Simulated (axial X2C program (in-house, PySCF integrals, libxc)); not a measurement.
# IDyI: a free-ion multiplet in an axial field

Calculated with an axial X2C code built on PySCF integrals: two-component X2C with atomic mean-field Coulomb and Gaunt terms, basis I dyall-v3z, Dy dyall-v3z (cores contracted in-house). Orbitals come from Hartree–Fock averaged over the configuration Dy f10 s0; CI then distributes these electrons over the f, s shells of Dy.

I–Dy–I held linear, both bonds 3.030 Å.

Q: Which level do Hund's rules give for f10, how many Ω levels does it split into, and what is its Landé factor?

A: S = 2, L = 6, J = 8 (5I8). It gives Ω = 0 to 8, 9 levels. gJ = 3/2 + [S(S+1) − L(L+1)]/[2J(J+1)] = 1.250, so g∥ = 2gJΩ.

The computed levels compare thus:

```tsv
Ω	energy (cm⁻¹)	g∥ computed	2gJΩ
8	0	19.92	20.00
7	149	17.38	17.50
6	244	14.88	15.00
5	315	12.39	12.50
4	374	9.90	10.00
3	426	7.41	7.50
2	469	4.93	5.00
1	498	2.46	2.50
0	508	0.00	0.00
```

The 9 lowest levels are just these Ω; they span 508 cm⁻¹, the lowest has Ω = 8, and the next level lies at 3926 cm⁻¹. Departures of g∥ from 2gJΩ come from intermediate coupling and from mixing with the higher-lying level J − 1 of the term. The computed g∥ is the magnitude of 2⟨Lz + ge Sz⟩.

Dynamic correlation is missing, so gaps between terms are too wide and other configurations may lie lower; the lowest level listed is that of this model, not necessarily the ground state. At most 4 roots were kept for each Ω > 0 (twice that for Ω = 0) within 2.2 eV of the lowest, so higher up levels can be missing between those listed; levels with Ω > 0 are doubly degenerate and listed once, Ω = 0 levels singly. States that fill the shells left empty in the average are placed too high. The molecule was held linear; bending was not examined.
